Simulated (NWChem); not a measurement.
System: ZrO2; SMILES [O]=[Zr]=[O]

All runs: NWChem. Coordinates come from a PBE0/def2-SVP optimisation. Not confirmed as a minimum by frequencies. def2 effective core potentials on Zr; no spin-orbit coupling. Ions are spin-unrestricted doublets at the neutral geometry; other ion states weren't tried.

### Question
What does the run give for CAM-B3LYP/def2-SVP? Quantities: vertical ionisation energy, ΔSCF (eV); −ε(HOMO) (eV).

### Answer
```
Property                               Value
-------------------------------------  -----
vertical ionisation energy, ΔSCF (eV)   9.09
−ε(HOMO) (eV)                           8.01
```
